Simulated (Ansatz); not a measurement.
Ansatz results at the PBE0-D4/def2-TZVP geometry: HOMO–LUMO gap (ωB97M-V/def2-TZVPP) 10.12 eV; size of the dipole moment (PBE/def2-TZVPP) 2.89 D; HOMO–LUMO gap (PBE/def2-TZVPP) 4.41 eV.

Each molecule was computed in one conformer, which needn't be the lowest.

**Question.** Which molecule gave them?
A. `C[O][Hf]([OH])([SeH])[O]C`
B. `C[N](C)[Hf]([Cl])([N](C)C)[N](C)C`
C. `[F][Hf]([F])([F])[Br]`
D. `[OH][Hf]([Cl])([Cl])[Cl]`

**Answer.** B. The others give `C[O][Hf]([OH])([SeH])[O]C`: 9.70, 3.50, 4.42; `[OH][Hf]([Cl])([Cl])[Cl]`: 12.21, 2.80, 5.68; `[F][Hf]([F])([F])[Br]`: 11.91, 0.00, 5.88.
